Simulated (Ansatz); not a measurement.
Consider the substitution at a C–F bond: `C[CH](F)[GeH3]` + HCl → `C[CH](Cl)[GeH3]` + H–F.

Gas-phase electronic energies from Ansatz, PBE0-D4/def2-TZVP geometries. CCSD(T)/CBS adds triple-zeta CCSD(T) − MP2 to the extrapolated MP2 energy (def2 sets, frozen cores). This one scheme is used for every species. Functionals use def2-TZVPP. For Ge outer-core shells are correlated without core-valence functions, which leaves a few kJ/mol of doubt a bond. Scalar relativity is left out up to krypton.

Is it downhill or uphill in electronic energy at CCSD(T)/CBS, and by how much? (An estimate is asked.)

Computed: Downhill: ΔE = -35.8 kJ/mol.

What do these levels give: ωB97X-V, ωB97M-V, B2PLYP, CCSD/def2-TZVPP, MP2/def2-QZVPP, MP2/CBS(def2)? (An estimate is asked.)

The calculation gave: ωB97X-V -19.9, ωB97M-V -22.8, B2PLYP -22.7, CCSD/def2-TZVPP -26.0, MP2/def2-QZVPP -46.2, MP2/CBS(def2) -49.0 kJ/mol.

Largest T1 diagnostic among the species: 0.011.

In def2-TZVPP, CCSD(T) changes the Hartree–Fock value by −17.9 kJ/mol (the triples alone add −3.2 kJ/mol) and MP2 by −31.1 kJ/mol. From PBE to PBE0 (25 % exact exchange), in def2-TZVPP and without D4, ΔE moves by −3.6 kJ/mol. The D4 term adds −8.0 kJ/mol with B3LYP and −4.2 kJ/mol with PBE0; it sums over pairs of atoms, weighted by their polarisabilities, and B3LYP, whose exchange is more repulsive, gets the larger term.

B3LYP here is the variant with VWN-RPA as its local correlation; programs differ in this.
